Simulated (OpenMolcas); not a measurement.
OpenMolcas input wanted

SiCl4: 5 atoms, total charge 0, spin state singlet. SMILES: `Cl[Si](Cl)(Cl)Cl`. The shape is that of a PBE0-D4/def2-TZVP optimisation.

```xyz
5

Cl   -0.9626   -0.0876    1.7623
Si    0.0100   -0.0147   -0.0083
Cl    1.6554   -1.1859    0.0781
Cl   -1.2121   -0.6769   -1.4761
Cl    0.5593    1.8914   -0.3975
```

Settings wanted:

```yaml
method: HF
reference: RHF
integral_approximation: none
symmetry: none
basis_set: ANO-S-VDZP
task: energy
nucleus: point
SCF_convergence_threshold: 1e-11
```

Task: Write the OpenMolcas 26.06 input and the command.

Result: One that was run (others would do as well):

job.input:
```
&GATEWAY
COORD
5
angstrom
Cl      -0.962600      -0.087600       1.762300
Si       0.010000      -0.014700      -0.008300
Cl       1.655400      -1.185900       0.078100
Cl      -1.212100      -0.676900      -1.476100
Cl       0.559300       1.891400      -0.397500
BASIS
ANO-S-VDZP
GROUP
NoSym
&SEWARD
&SCF
THRESHOLDS
1e-11 1e-08 1e-08 1e-07
PRORBITALS
1 1
```

```bash
$ export MOLCAS_MEM=1860
$ pymolcas job.input > job.log
```

Calculated total energy: -2127.18810 Eh.
